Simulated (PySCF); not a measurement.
## C₃H₈Si, SMILES `CC(C)=[SiH2]` (charge 0, multiplicity 1)

Method: PBE0-D3(BJ)/def2-TZVP in PySCF.

- HOMO: -5.86 eV
- dipole moment: 0.17 D
- HOMO–LUMO gap: 4.90 eV
- LUMO: -0.95 eV
- total energy: -408.3526 Ha
- cost: roughly 50 core-seconds

Bonded distances (Å): C1–C2 1.497, C1–H5 1.097, C1–H6 1.092, C1–H7 1.097, C2–C3 1.497, C2–Si4 1.716, C3–H8 1.092, C3–H9 1.097, C3–H10 1.097, Si4–H11 1.479, Si4–H12 1.479. Bond angles (°): C2–C1–H5 110.7, C2–C1–H6 113.0, C2–C1–H7 110.7, H5–C1–H6 107.9, H5–C1–H7 106.5, H6–C1–H7 107.9, C1–C2–C3 115.3, C1–C2–Si4 122.4, C3–C2–Si4 122.4, C2–C3–H8 113.0, C2–C3–H9 110.7, C2–C3–H10 110.7, H8–C3–H9 107.9, H8–C3–H10 107.9, H9–C3–H10 106.5, C2–Si4–H11 121.7, C2–Si4–H12 121.7, H11–Si4–H12 116.6.
